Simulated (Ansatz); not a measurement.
A structure drawn as `C[CH](Cl)[GeH3]`, with this starting geometry:

```xyz
11

C    -0.6021   -0.8853   -0.8443
C     0.0302   -0.5645    0.4351
Cl    1.5151   -1.4823    0.5802
Ge    0.4781    1.2970    0.5677
H    -1.6131   -0.3318   -0.9563
H    -0.8950   -2.0062   -0.9192
H     0.0240   -0.6661   -1.7237
H    -0.6234   -0.8603    1.3077
H     1.1553    1.6395    1.8375
H    -0.8607    2.1444    0.3872
H     1.3915    1.7156   -0.6719
```

The species carries charge 0 and has multiplicity 1.

(1) Does it keep its bonds when Ansatz relaxes it at PBE-D4/def2-SVP and then PBE0-D4/def2-TZVP?

(2) Give the relaxed structure. (An estimate is asked.)

Atoms count as bonded under 1.1 times the sum of their covalent radii (H–H under 0.85 Å, pairs among N, O and F under 1.55 Å), and a drawn bond as lost past 1.3 times.

Results:

(1) Yes, every drawn bond is still there and no new one forms.

(2) Computed: 
Z-matrix (Å, degrees):
```
C
C 1 1.511
H 1 1.094 2 109.8
H 1 1.092 2 111.1 3 -119.7
H 1 1.092 2 111.3 3 119.8
Cl 2 1.797 1 110.3 3 177.5
Ge 2 1.974 1 113.6 3 -61.4
H 2 1.091 1 110.7 3 61.5
H 7 1.541 2 108.9 1 59.7
H 7 1.534 2 109.7 1 179.9
H 7 1.535 2 108.3 1 -59.4
```
No frequency check was run.
